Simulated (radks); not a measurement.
Question: Valence configurations of Bi. All-electron calculation, Dirac Kohn-Sham, LDA (Slater exchange, Perdew-Wang correlation), spin-unpolarised, spherical densities, finite nucleus; open shells fill j = l - 1/2 first; Fermi nuclear charge, rms radius 5.5211 fm. Program: a radial shooting solver on a logarithmic mesh with Libxc functionals. Order these by energy: [Xe] 4f14 5d9.5 6s1.5 6p4; [Xe] 4f13 5d10 6s1 6p5; [Xe] 4f14 5d10 6p5; [Hg] 6p3; [Xe] 4f13 5d10 6s2 6p4; [Xe] 4f14 5d7 6s2 6p6; [Xe] 4f14 5d10 6s1 6p4; [Xe] 4f14 5d10 6s1.5 6p3.5; [Xe] 4f13.5 5d10 6s2 6p3.5; [Xe] 4f14 5d9 6s2 6p4.

Answer: From the lowest, in eV above it: [Hg] 6p3 0.000; [Xe] 4f14 5d10 6s1.5 6p3.5 5.168; [Xe] 4f14 5d10 6s1 6p4 10.457; [Xe] 4f14 5d9.5 6s1.5 6p4 16.485; [Xe] 4f14 5d10 6p5 21.379; [Xe] 4f14 5d9 6s2 6p4 22.968; [Xe] 4f13.5 5d10 6s2 6p3.5 74.966; [Xe] 4f14 5d7 6s2 6p6 79.429; [Xe] 4f13 5d10 6s2 6p4 154.69; [Xe] 4f13 5d10 6s1 6p5 166.39. NIST lists [Hg] 6p3 as the ground configuration; this level of theory agrees among the configurations tried. The energies are those of spherical spin-averaged densities, not of single terms.
